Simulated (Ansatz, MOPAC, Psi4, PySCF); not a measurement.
System: MgH, charge 0, multiplicity 2. SMILES: [MgH]
Geometry: optimised at B3LYP-D3(BJ)/def2-TZVP (Ansatz, a first-principles code).

Wanted: vertical electron affinity to the singlet, in eV. Set-up: 6-311+G** with 5d, 6d on Na to Ar in Ansatz; frozen cores in correlated levels; spin-orbit terms left out; each state is the SCF solution reached for its charge and spin; non-relativistic; open shells spin-unrestricted; six Cartesian d functions in 6-31G* and its kin unless marked 5d. Ab initio and DFT rows: single points at B3LYP-D3(BJ) geometries (Ansatz). Semi-empirical rows: differences of heats of formation at the shared geometry for vertical values.

```
level               program  vertical electron affinity to the singlet (eV)
------------------  -------  ----------------------------------------------
AM1                   MOPAC                                            0.73
PM3                   MOPAC                                            1.08
PM6                   MOPAC                                            1.80
MNDO                  MOPAC                                            0.38
PBE/6-31G*           Ansatz                                            0.47
PBE/6-311+G**        Ansatz                                            0.70
B3LYP/STO-3G         Ansatz                                           -8.19
B3LYP/3-21G          Ansatz                                            0.44
B3LYP/6-31G*         Ansatz                                            0.52
B3LYP/6-311+G**      Ansatz                                            0.76
M06-2X/6-31G* (5d)    PySCF                                            0.40
wB97X-D/6-31G*         Psi4                                            0.55
MP2/6-31G*           Ansatz                                            0.08
PBE/def2-TZVPD       Ansatz                                            0.64
wB97X-V/def2-TZVPD   Ansatz                                            0.65
```

No value to compare with is used here. The 13 habitual levels span -8.19 (B3LYP/STO-3G) to 1.80 eV (PM6); PBE/def2-TZVPD gives 0.64.

The levels are drawn from those run, B3LYP/6-31G* more often than the rest, none by its result; left out are runs that failed, that the program found above a lower state of the same kind, or whose <S^2> lies over 0.5 above the pure value.
